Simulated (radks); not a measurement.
The numbers below are computed, except where a source is named.
Question: These are the eigenvalues of the occupied orbitals of an atom or ion with whole-number occupations (eV). Code: a radial shooting solver on a logarithmic mesh with Libxc functionals. Model: scalar-relativistic Kohn-Sham, PBE, spin-polarised, spherical densities, point nucleus.

orbital  eigenvalue
1s up     -4874.225
1s down   -4874.202
2s up     -542.4218
2s down   -541.8408
2p up     -449.6930
2p down   -449.2384
3s up      -68.8083
3s down    -66.8948
3p up      -45.0509
3p down    -43.1201
3d up      -10.2973
4s up       -9.1344
4f up       -0.4747

Which element is it, and in what charge state? The configuration may be excited. Open shells, if any, are filled with parallel spins first.

Answer: Z = 22, titanium, charge 0: Ti in [Ar] 3d2 4s1 4f1. The list shows which subshells hold electrons but not how many an open one holds; the 1s level, -179.12 hartree, gives Z - s = 18.9 by -(Z - s)^2/2, which with screening and relativity narrows Z to a few neighbours, and the depths of the outer levels then fix element, charge and occupations together.
